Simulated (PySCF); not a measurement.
A structure optimised at B3LYP-D3(BJ)/def2-SVP, used in a PySCF frequency run:

```
Si
N 1 1.7225
H 2 1.0164 1 119.34
H 2 1.0167 3 110.22 1 -143.50
H 1 1.4842 2 107.58 3 46.91
C 1 1.8674 5 113.83 2 -121.61
H 6 1.1008 1 110.70 5 -60.21
H 6 1.1015 7 108.84 1 -121.81
H 6 1.1021 7 107.65 8 -117.38
Cl 1 2.1084 5 105.60 2 121.72
```

### Question
Write its SMILES and formula.

### Answer
C[SiH](N)Cl, CH6ClNSi

### Question
What are its rotational constants (standard atomic weights)?

### Answer
5.7568, 3.1454, 2.2836 GHz
